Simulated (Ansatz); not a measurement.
Cost and result for the atomization energy of `O[SiH2]C#[C][GeH3]` (11 atoms, 10 bonds).

Cartesian coordinates in Å:
```
O -2.167 -1.984 1.000
Si -0.533 -1.982 0.844
C 0.073 -0.380 0.205
C 0.474 0.679 -0.234
Ge 1.105 2.342 -0.909
H -2.689 -1.728 0.238
H -0.066 -3.032 -0.097
H 0.008 -2.220 2.199
H 1.608 2.130 -2.341
H 2.244 2.832 -0.009
H -0.057 3.342 -0.895
```

Charge 0, multiplicity 1. Correlated methods include outer-core shells of Ge, which these sets cover unevenly. Scalar relativity is left out up to krypton. The geometry is a stationary point of PBE0-D4/def2-TZVP. It is one conformer, not always the lowest. Program: Ansatz. All runs use 4 threads of an Intel Xeon on a shared host. Times are those of one run each, without the atoms' runs, and a repeat can differ threefold. Electronic energies, without spin–orbit coupling; frozen cores. CCSD(T)/CBS adds CCSD(T) − MP2 in def2-TZVPP to the MP2 limit, and its time is that of the two runs behind it. T1 = 0.012. With those shells the extrapolation isn't a true limit. B3LYP takes the VWN-RPA correlation (the form of Gaussian; ORCA's B3LYP/G).

CCSD(T)/CBS is a level of theory with its own doubt, some kJ/mol a heavy atom from the limit and from the frozen cores, so smaller differences don't rank the functionals.

| level | functions | wall time | atomization (kcal/mol) | difference from CCSD(T)/CBS | per bond |
| --- | --- | --- | --- | --- | --- |
| BLYP-D4/def2-TZVPP | 267 | 1.8 s | 942.4 | -10.3 | -1.0 |
| BHLYP-D4/def2-TZVPP | 267 | 3.2 s | 919.3 | -33.4 | -3.3 |
| CAM-B3LYP-D4/def2-TZVPP | 267 | 3.6 s | 949.5 | -3.2 | -0.3 |
| r2SCAN-D4/def2-TZVPP (with forces) | 267 | 3.8 s | 949.6 | -3.1 | -0.3 |
| r2SCANh-D4/def2-TZVPP | 267 | 4.3 s | 942.9 | -9.8 | -1.0 |
| B3LYP-D4/def2-TZVPP (with forces) | 267 | 4.5 s | 944.3 | -8.4 | -0.8 |
| B2PLYP/def2-TZVPP | 267 | 5.5 s | 939.6 | -13.1 | -1.3 |
| PBE-QIDH/def2-TZVPP | 267 | 5.5 s | 941.4 | -11.3 | -1.1 |
| ωB97X-V/def2-TZVPP | 267 | 7 s | 950.9 | -1.8 | -0.2 |
| CCSD(T)/def2-SVP | 122 | 7 s | 889.6 | -63.1 | -6.3 |
| MP2/def2-QZVPP | 510 | 21 s | 959.4 | 6.7 | 0.7 |
| CCSD(T)/def2-TZVPP | 267 | 2.5 min | 929.5 | -23.2 | -2.3 |
| CCSD(T)/CBS(def2) | – | 2.9 min | 952.7 | 0.0 | 0.0 |

The D4 term adds +8.5 kcal/mol with B3LYP and +4.5 kcal/mol with PBE0; it sums over pairs of atoms, weighted by their polarisabilities, and B3LYP, whose exchange is more repulsive, gets the larger term. At CCSD(T), def2-SVP lies −63.2 kcal/mol from the extrapolated value and def2-TZVPP −23.2 kcal/mol: correlation converges slowly with the basis, and small sets miss more of it in the bonded molecule than in its fragments. From PBE to PBE0 (25 % exact exchange), in def2-TZVPP and without D4, the atomization energy moves by −14.9 kcal/mol: exact exchange takes away binding that semilocal exchange gives to molecules.
